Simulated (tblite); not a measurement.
Question: Give a GFN2-xTB geometry of `CC[SiH2]CC1CC1`.

Answer: 
Z-matrix in Å and degrees, rows numbered from 1:
```
C 
C   1  1.5242
Si  2  1.9042  1  112.75
C   3  1.9068  2  109.65  1   173.42
C   4  1.5088  3  112.91  2    69.62
C   5  1.4969  4  119.63  3    83.19
C   5  1.4995  4  120.23  3   153.77
H   1  1.0874  2  110.63  3    60.83
H   1  1.0875  2  110.54  3   -58.63
H   1  1.0893  2  111.11  3  -178.87
H   2  1.0922  1  108.84  3   122.20
H   2  1.0916  1  108.81  3  -122.42
H   3  1.4704  2  109.33  1    54.31
H   3  1.4689  2  110.06  1   -65.71
H   4  1.0905  3  109.24  2  -169.05
H   4  1.0927  3  110.05  2   -52.53
H   5  1.0838  4  113.81  3   -61.28
H   6  1.0797  5  117.69  7  -107.86
H   6  1.0795  5  119.08  7   107.97
H   7  1.0799  5  118.85  6  -108.01
H   7  1.0798  5  118.03  6   107.79
```

Of the pairs four or more bonds apart, H15···H21 is among the closest relative to their van der Waals radii: 2.51 Å, 104 % of the sum of Bondi's values. Si3 (SiH2 silicon) is tetrahedral (angles from 108.7° to 110.1°). The 3-membered ring C5–C6–C7 has internal angles of 59.9° to 60.1°. The C–C distances run from 1.497 Å (C5–C6, drawn single) to 1.524 Å (C1–C2, drawn single), a spread of 0.027 Å.

The geometry is computed with GFN2-xTB (gas phase).

Point group: C1 (no symmetry element, even within 0.4 Å). Its GFN2-xTB frequencies are all real (lowest 33 cm⁻¹). The numbers are those of one conformer (C1–C2–Si3–C4 173°, C2–Si3–C4–C5 70°, Si3–C4–C5–C6 83°). 3 starts were optimised and ended at 0.00, 0.05 and 0.07 kcal/mol (GFN2-xTB); the lowest of these is shown.

Hardware: one thread, Arm Neoverse N1 (aarch64), no GPU, shared host. Cost: 1.3 s. That covers the optimisation of the geometry.
